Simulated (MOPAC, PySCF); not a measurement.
Constitutional and geometric isomers with formula C2H2O2. Gas-phase values, no solvent. One relaxed conformer stands for each flexible species; it need not be the lowest. Strings in code marks are SMILES.

Quantity: vertical ionisation energy (energy after one electron is removed minus that of the parent at the parent's geometry), in eV.

Level 1: B3LYP/6-31G* // r2SCAN-D4/def2-TZVP (PySCF)
Level 2: PBE/6-31G* // r2SCAN-D4/def2-TZVP (PySCF)
Level 3: minus the HOMO energy of PM6 // r2SCAN-D4/def2-TZVP (MOPAC)
Level 4: minus the HOMO energy of r2SCAN-D4/def2-TZVP (PySCF)

| species | level 1 | level 2 | level 3 | level 4 |
|---|---|---|---|---|
| `O=C1CO1` | 10.82 | 10.57 | 11.29 | 7.07 |
